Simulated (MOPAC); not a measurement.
MOPAC input (MNDO):

```
MNDO PRECISE GNORM=0.05 LET XYZ GEO-OK AUX(PRECISION=9) THREADS=1
CsI

Cs   -0.00000000 1   -0.00000000 1   -1.65715595 1
I     0.00000000 1    0.00000000 1    1.71969014 1
```

From the output:

```
                                                       MOPAC v23.2.5 Linux

          FINAL HEAT OF FORMATION =        -31.54671 KCAL/MOL =    -131.99144 KJ/MOL

          COSMO AREA              =        214.44 SQUARE ANGSTROMS
          COSMO VOLUME            =        287.60 CUBIC ANGSTROMS

          GRADIENT NORM           =          0.00864          =       0.00611 PER ATOM
          IONIZATION POTENTIAL    =          6.493651 EV
          HOMO LUMO ENERGIES (EV) =         -6.494  0.445
          NO. OF FILLED LEVELS    =          4
          MOLECULAR WEIGHT        =        259.8099         POINT GROUP:  C*v

          MOLECULAR DIMENSIONS (Angstroms)

            Atom       Atom       Distance
            I     2   Cs     1     3.31331
            I     2   Cs     1     0.00000
           Cs     1    I     2     0.00000

          SCF CALCULATIONS        =          5

   ATOM   CHEMICAL          X               Y               Z
  NUMBER   SYMBOL      (ANGSTROMS)     (ANGSTROMS)     (ANGSTROMS)

     1      Cs          0.00000000  *   0.00000000  *  -1.62538761  *
     2       I          0.00000000  *   0.00000000  *   1.68792180  *

                             CARTESIAN COORDINATES

   1   Cs        0.000000000     0.000000000    -1.625387609
   2    I        0.000000000     0.000000000     1.687921799

           Empirical Formula: Cs I  =     2 atoms

      MOLECULAR POINT GROUP   :   C*v

                  EIGENVALUES
 -19.90554  -6.70125  -6.49365  -6.49365   0.44525   1.71256   2.09581   2.09581

              NET ATOMIC CHARGES AND DIPOLE CONTRIBUTIONS

  ATOM NO.   TYPE          CHARGE      No. of ELECS.   s-Pop       p-Pop
    1         Cs           0.806618        0.1934     0.00057     0.19282
    2          I          -0.806618        7.8066     1.93855     5.86807
 DIPOLE           X         Y         Z       TOTAL
 POINT-CHG.     0.000     0.000   -12.837    12.837
 HYBRID        -0.000    -0.000    -0.214     0.214
 SUM           -0.000    -0.000   -13.050    13.050

          ATOMIC ORBITAL ELECTRON POPULATIONS

     Atom    s        px        py        pz
    1 Cs   0.00057   0.05864   0.05864   0.07553
    2  I   1.93855   1.94136   1.94136   1.98536

 **********************
 *                    *
 * JOB ENDED NORMALLY *
 *                    *
 **********************

 == MOPAC DONE ==
```

The geometry given is a B3LYP-D3(BJ)/def2-TZVP minimum.
